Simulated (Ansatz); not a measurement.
Species: CH₅GaS₂, SMILES `[CH3][Ga]([SH])[SH]` (S–Ga–S–H torsion -180°, S–Ga–S–H torsion 180°) (charge 0, multiplicity 1).

### Question
Give a relaxed geometry from B3LYP-D3(BJ)/def2-TZVP in Ansatz (a first-principles code).

### Answer
This is not unique; one that fits is the end point of this relaxation, one of several conformers (outside a Z-matrix the atoms follow the SMILES, hydrogens last).
Z-matrix (Å, degrees):
```
Ga
C 1 1.9709
H 2 1.0891 1 110.82
H 2 1.0897 3 109.35 1 121.81
H 2 1.0912 3 108.73 4 118.24
S 1 2.2202 2 124.11 3 -20.98
H 6 1.3441 1 94.02 2 0.92
S 1 2.2207 2 123.56 3 159.96
H 8 1.3442 1 93.98 2 -0.89
```
